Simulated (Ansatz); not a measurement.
C$_{2}$H$_{5}$InO, SMILES `C=C[O][InH2]`, relaxed with RKS PBE0-D4/def2-TZVP in Ansatz 0.2.0 from a GFN2-xTB geometry. The force threshold is 0.005 eV/Å; the program also tests the step.

The species carries charge 0 and has multiplicity 1. In takes the def2 core potential.

Start:

```xyz
9

C    -0.863   -1.125   -0.530
C     0.346   -1.165    0.017
O     0.929   -0.180    0.707
In    0.498    1.750    0.480
H    -1.471   -0.227   -0.452
H    -1.276   -1.975   -1.043
H     0.961   -2.061   -0.052
H     1.121    2.616    1.802
H    -0.246    2.366   -0.930
```

Q: How much energy does the relaxation release, and in how many steps? (Best estimate.)

A: Ansatz gave: 0.05 eV, in 11 steps, 2 of them rejected.

Q: Which bonds change most? (Estimate.)

A: The calculation gave: O3–In4 from 1.991 to 2.016 Å; In4–H9 from 1.709 to 1.702 Å; C1–H6 from 1.075 to 1.081 Å; C1–C2 from 1.328 to 1.334 Å.

Q: Give the relaxed structure. (An estimate is asked.)

A: The calculation gave: 
```xyz
9

C    -0.907   -1.124   -0.498
C     0.330   -1.110    0.000
O     0.888   -0.158    0.747
In    0.559    1.813    0.489
H    -1.611   -0.316   -0.320
H    -1.247   -1.965   -1.086
H     0.992   -1.960   -0.178
H     1.092    2.630    1.883
H    -0.098    2.190   -1.036
```
